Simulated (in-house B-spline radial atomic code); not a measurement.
Atomic self-consistent-field run: F III (F2+) (with a hole in an inner shell). Method: Dirac-Hartree-Fock, average of configuration, Fermi nucleus of rms radius 2.8976 fm. Calculated with an all-electron radial atomic-structure program (B-spline basis).

Command:
```bash
python run_scf.py task.json out
```
Settings (nuclear radius in fm, mass in u):
```
Z                9
configuration    1s2 2p5
hamiltonian      dirac
method           hf
spin_polarised   False
nucleus          fermi
rms_radius       2.8976
atomic_mass      18.9984
speed_of_light   137.035999084
```

Output (hartree, bohr):
```
 radial grid: 68 intervals, B-splines of order 8, outer radius 14.8148 bohr

 iter        energy (Eh)    residual
    1        -92.9574417    2.15e-01
    2        -95.5480706    9.28e-02
    3        -95.7489421    3.43e-02
    4        -95.7784634    1.29e-02
    5        -95.7831967    2.82e-03
    6        -95.7834846    9.82e-05
    7        -95.7834849    4.05e-06
    8        -95.7834849    2.04e-07

 total energy                      -95.783485
 kinetic                             95.95431
 electron-nucleus                  -220.86429
 electron-electron                   29.12650

 first-order corrections (not in the total)
   Gaunt                            0.01160
   retardation                     -0.00058
   frequency dependence            -0.00000
   self-energy                      0.00727
   Uehling                         -0.00037
   Wichmann-Kroll                   0.00000
   recoil                           0.00243

 orbital      occ     eigenvalue          <r>       <r^2>       <1/r>       <r^4>     <1/r^3>       r_max    small
 1s1/2      2.000      -28.08612     0.175786   0.0416804     8.64086  0.00455181           -      0.1145  9.91e-04
 2p1/2      1.667       -2.09914     0.907626     1.03346     1.45358     2.30764           -      0.6616  1.14e-04
 2p3/2      3.333       -2.09585     0.908944     1.03629     1.45084     2.31933     9.98166      0.6626  1.13e-04
```

Cost of the run: 0.58 s on 1 thread of Arm Neoverse V1, with other jobs on the host.

For the Dirac Hamiltonian the kinetic term is c α·p + (β - 1)c².
